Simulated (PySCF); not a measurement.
Vertical excitation energies

C4H7F3Si.
SMILES: `C[C@H]1[Si@H](C(F)(F)F)C1`

Method used: TDDFT CAM-B3LYP/def2-SVPD, vertical, gas phase, core orbitals frozen in the response (PySCF 2.14.0, density-fitted response routines). Geometry: PBE0-D3(BJ)/def2-SVP; no solvent, vibrations or thermal averaging. Torsions of this conformer, `[CH3:1][C@@H:2]1[CH2:3][Si@H:4]1[C:5]([F:6])([F:7])[F:8]`: C3–Si4–C5–F6 29°.

```
state  E (eV)  E (kJ/mol)  λ (nm)       f  main configurations (H = HOMO, L = LUMO)
   S1    6.45         622   192.3  0.0031                  H→L+1 (73%), H→L+2 (14%)
   S2    6.56         633   189.1   0.233                                 H→L (93%)
   S3    7.00         675   177.1  0.0050                               H→L+3 (83%)
   S4    7.12         687   174.1  0.0093     H→L+2 (48%), H→L+1 (17%), H-1→L (14%)
   S5    7.56         729   164.0   0.019                  H-1→L (72%), H→L+2 (10%)
   S6    7.63         736   162.5   0.023     H→L+5 (43%), H→L+6 (15%), H→L+2 (14%)
   S7    7.79         752   159.1  0.0067                               H→L+4 (71%)
   S8    7.89         762   157.1   0.011                H-1→L+1 (56%), H→L+6 (23%)
   S9    8.20         791   151.3   0.027   H→L+6 (31%), H→L+5 (21%), H-1→L+1 (14%)
  S10    8.43         813   147.1   0.050                               H→L+7 (76%)
```

Triplets (Tamm–Dancoff): T1 5.08 eV, H→L (88%); T2 6.15 eV, H→L+1 (54%), H→L+2 (18%); T3 6.33 eV, H→L+3 (35%), H→L+5 (16%), H-1→L (16%); T4 6.79 eV, H→L+3 (29%), H-1→L (16%), H→L+5 (12%).

The lowest singlet comes at 192 nm (622 kJ/mol) in the vacuum ultraviolet; it is very weak; its leading configuration is HOMO→LUMO+1 (73%). The strongest level in the table is S2 at 6.56 eV (189 nm, f = 0.233). Löwdin shares by element: HOMO carbon 53% or more, silicon 28% (atoms not listed hold the other 19%); LUMO silicon 30%, carbon 22% or more, hydrogen 12% or more (atoms not listed hold the other 37%). Of the 10 states listed, 6 reach f = 0.01 and none stays under 0.0005. The listed states span 1.98 eV. Weighted by f, the mean energy of these states is 7.10 eV. All these states lie below the vertical ionisation energy of 9.28 eV (ΔSCF). The window holds the lowest 10 singlets.

Without π bonds the low states are Rydberg-like; a valence basis with one diffuse set may place them up to an eV too high.
